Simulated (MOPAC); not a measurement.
Input file for MOPAC: PM7 on BrFGe (SMILES [F][Ge][Br]), a point of a bond scan (R = 2.643 Å).

```
PM7 1SCF PRECISE CHARGE=0 THREADS=1
BrFGe

Ge     0.54012837 1    -0.45604254 1     0.81246222 1
F      1.96571140 1    -1.76394960 1    -0.98797556 1
Br    -0.87710746 1     0.75843391 1    -0.64309499 1
```

Program output:

```
*******************************************************************************
 **                                                                           **
 **                              MOPAC v23.2.5                                **
 **                                                                           **
 *******************************************************************************
 ** MOPAC's Digital Object Identifier: https://doi.org/10.5281/zenodo.6511958 **
 **                                                                           **
 ** Please cite the open-source release paper for use of this MOPAC version:  **
 ** J. E. Moussa and J. J. P. Stewart (2026)                                  **
 ** MOPAC: An open-source semiempirical molecular orbital program             **
 ** J. Open Source Softw., 11(119), 8025, https://doi.org/10.21105/joss.08025 **
 *******************************************************************************

                              PM7 CALCULATION RESULTS

 *******************************************************************************
 *  PM7        - The PM7 Hamiltonian to be used
 *
 *
 *
 *                 CHARGE ON SYSTEM = 0
 *
 *
 *
 *  PRECISE    - TIGHTER CRITERIA TO BE USED
 *  1SCF       - DO 1 SCF AND THEN STOP
 *  THREADS=1  - MULTI-THREADING NOT USED
 *  T=         - A TIME OF 172800.0 SECONDS REQUESTED
 *  DUMP=N     - RESTART FILE WRITTEN EVERY 7200.0 SECONDS REQUESTED
 *******************************************************************************
PM7 1SCF PRECISE CHARGE=0 THREADS=1
 BrFGe

   ATOM   CHEMICAL          X               Y               Z
  NUMBER   SYMBOL      (ANGSTROMS)     (ANGSTROMS)     (ANGSTROMS)

     1      Ge          0.54012837  *  -0.45604254  *   0.81246222  *
     2       F          1.96571140  *  -1.76394960  *  -0.98797556  *
     3      Br         -0.87710746  *   0.75843391  *  -0.64309499  *



          CARTESIAN COORDINATES

    NO.       ATOM           X           Y           Z

     1        Ge          0.5401     -0.4560      0.8125
     2         F          1.9657     -1.7639     -0.9880
     3        Br         -0.8771      0.7584     -0.6431

 General Reference for PM7:
 "Optimization of Parameters for Semiempirical Methods VI: More Modifications to the
 NDDO Approximations and Re-optimization of Parameters", J. J. P. Stewart, J. Mol. Mod., 1:32, 19 (2013)
 https://link.springer.com/article/10.1007/s00894-012-1667-x

           Empirical Formula: Ge F Br  =     3 atoms



      MOLECULAR POINT GROUP   :   Cs


      RHF CALCULATION, NO. OF DOUBLY OCCUPIED LEVELS = 9


 -------------------------------------------------------------------------------
 PM7 1SCF PRECISE CHARGE=0 THREADS=1
 BrFGe



     1SCF WAS SPECIFIED, SO BFGS WAS NOT USED
     SCF FIELD WAS ACHIEVED


                              PM7 CALCULATION
                                                       MOPAC v23.2.5 Linux




          FINAL HEAT OF FORMATION =          2.97998 KCAL/MOL =      12.46823 KJ/MOL


          COSMO AREA              =        117.22 SQUARE ANGSTROMS
          COSMO VOLUME            =        105.74 CUBIC ANGSTROMS

          IONIZATION POTENTIAL    =          9.450238 EV
          HOMO LUMO ENERGIES (EV) =         -9.450 -2.357
          NO. OF FILLED LEVELS    =          9
          MOLECULAR WEIGHT        =        171.4924         POINT GROUP:  Cs

          MOLECULAR DIMENSIONS (Angstroms)

            Atom       Atom       Distance
           Br     3    F     2     3.81615
            F     2   Ge     1     1.61857
            F     2   Br     3     0.00000


          SCF CALCULATIONS        =          1





   ATOM   CHEMICAL          X               Y               Z
  NUMBER   SYMBOL      (ANGSTROMS)     (ANGSTROMS)     (ANGSTROMS)

     1      Ge          0.54012837  *  -0.45604254  *   0.81246222  *
     2       F          1.96571140  *  -1.76394960  *  -0.98797556  *
     3      Br         -0.87710746  *   0.75843391  *  -0.64309499  *

                             CARTESIAN COORDINATES

   1   Ge        0.540128370    -0.456042540     0.812462220
   2    F        1.965711400    -1.763949600    -0.987975560
   3   Br       -0.877107460     0.758433910    -0.643094990


           Empirical Formula: Ge F Br  =     3 atoms



      MOLECULAR POINT GROUP   :   Cs


                  EIGENVALUES
 -32.92803 -25.90037 -18.89697 -10.85887 -10.78839 -10.65770 -10.51059 -10.48961
  -9.45024  -2.35668  -1.41674  -0.87501 263.11917 263.16418 263.30267 263.78303
 263.79277


              NET ATOMIC CHARGES AND DIPOLE CONTRIBUTIONS

  ATOM NO.   TYPE          CHARGE      No. of ELECS.   s-Pop       p-Pop       d-Pop
    1         Ge           1.037465        2.9625     1.96612     0.99641
    2          F          -0.701295        7.7013     1.99547     5.70582
    3         Br          -0.336170        7.3362     1.92906     5.40546     0.00165
 DIPOLE           X         Y         Z       TOTAL
 POINT-CHG.    -2.514     2.445     8.415     9.116
 HYBRID        -0.110     0.079    -0.687     0.700
 SUM           -2.623     2.524     7.728     8.543


          ATOMIC ORBITAL ELECTRON POPULATIONS

     Atom    s        px        py        pz      x^2-y^2     xz        z^2       yz        xy
    1 Ge   1.96612   0.29693   0.25687   0.44262
    2  F   1.99547   1.90993   1.92285   1.87305
    3 Br   1.92906   1.77476   1.80392   1.82678   0.00012   0.00054   0.00018   0.00042   0.00039

 **********************
 *                    *
 * JOB ENDED NORMALLY *
 *                    *
 **********************




 == MOPAC DONE ==
```

The run finished.

Cost: very roughly 0.020 core-seconds.
